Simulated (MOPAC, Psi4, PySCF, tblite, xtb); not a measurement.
Dimer C2H3N ··· CS2 (SMILES CC#N and S=C=S) at R = 5.24 Å between the centres of mass, closest contact 3.14 Å (a random orientation, not optimised). Geometry in Å and degrees:

```
C
H 1 1.0902
H 1 1.0902 2 108.78
H 1 1.0902 2 108.78 3 -118.36
C 1 1.4543 2 110.15 3 120.82
N 5 1.1494 3 150.78 1 -180.00
S 3 3.1402 1 163.69 2 -32.17
C 7 1.5527 3 97.00 1 -174.01
S 8 1.5527 3 121.85 1 -11.08
```

Levels of theory: GFN2-xTB (tblite); SAPT0/jun-cc-pVDZ, frozen core (Psi4); B3LYP/def2-TZVP, counterpoise-corrected (Psi4); B3LYP-D3(BJ)/def2-TZVP, counterpoise-corrected (Psi4); PBE/def2-TZVP, counterpoise-corrected (Psi4); PBE-D3(BJ)/def2-TZVP, counterpoise-corrected (Psi4); HF/aug-cc-pVDZ, counterpoise-corrected (Psi4); MP2/aug-cc-pVDZ = DF-MP2/aug-cc-pVDZ, frozen core, counterpoise-corrected in Psi4; SCS-MP2/aug-cc-pVDZ = DF-SCS-MP2/aug-cc-pVDZ, frozen core, counterpoise-corrected run with Psi4; PM7, restricted, heats of formation (MOPAC); PM6, restricted, heats of formation (MOPAC); GFN1-xTB (xtb); RKS-B3LYP/6-31G* = restricted B3LYP/6-31G*, spherical d, no counterpoise correction in PySCF; RKS-B3LYP/6-311+G** = restricted B3LYP/6-311+G**, spherical d, no counterpoise correction in PySCF 2.14.0; RKS-BP86/6-31G* = restricted BP86/6-31G*, spherical d, no counterpoise correction (PySCF); RMP2/6-31G* = restricted MP2 (frozen core)/6-31G*, spherical d, no counterpoise correction in PySCF.

What interaction energy does each level give?


```csv
method,E_int / kJ/mol
PBE-D3(BJ)/def2-TZVP,-4.34
GFN1-xTB,-3.97
B3LYP-D3(BJ)/def2-TZVP,-3.83
MP2/aug-cc-pVDZ,-3.25
GFN2-xTB,-3.08
RMP2/6-31G*,-3.07
PM7,-2.42
SAPT0/jun-cc-pVDZ,-2.40
SCS-MP2/aug-cc-pVDZ,-2.19
PBE/def2-TZVP,-1.71
RKS-B3LYP/6-31G*,-0.67
PM6,-0.59
RKS-B3LYP/6-311+G**,-0.06
B3LYP/def2-TZVP,0.07
RKS-BP86/6-31G*,0.36
HF/aug-cc-pVDZ,1.00
```
